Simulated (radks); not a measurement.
The numbers below are computed, except where a source is named.
The nuclear charge of neutral calcium is varied continuously with 20 electrons held in [Ar] 4s2. Level of theory: Dirac Kohn-Sham, PBE, spin-unpolarised, spherical densities, finite nucleus; Fermi nuclear charge, rms radius 3.4776 fm (a radial shooting solver on a logarithmic mesh with Libxc functionals). By the Hellmann-Feynman theorem dE/dZ = E(electron-nucleus)/Z, the electronic potential at the nucleus (averaged over a nucleus of fixed radius).

\begin{tabular}{lrrrrr}
Z & E (hartree) & E(electron-nucleus)/Z (hartree) & HOMO & e(HOMO) (eV) & <r> HOMO (bohr) \\ \hline
19.8 & -664.26735 & -79.7851 & 4s1/2 & -2.576 & 4.292 \\
20 & -680.32856 & -80.8268 & 4s1/2 & -3.766 & 4.020 \\
20.2 & -696.59796 & -81.8670 & 4s1/2 & -5.071 & 3.794 \\
20.4 & -713.07528 & -82.9061 & 4s1/2 & -6.482 & 3.602 \\
20.6 & -729.76036 & -83.9445 & 4s1/2 & -7.994 & 3.436 \\
20.8 & -746.65306 & -84.9824 & 4s1/2 & -9.603 & 3.290 \\
21 & -763.75328 & -86.0198 & 4s1/2 & -11.304 & 3.160 \\
\end{tabular}

The central difference of E at Z = 20 is -80.827 hartree, to compare with the third column; the second derivative is -5.2 hartree.
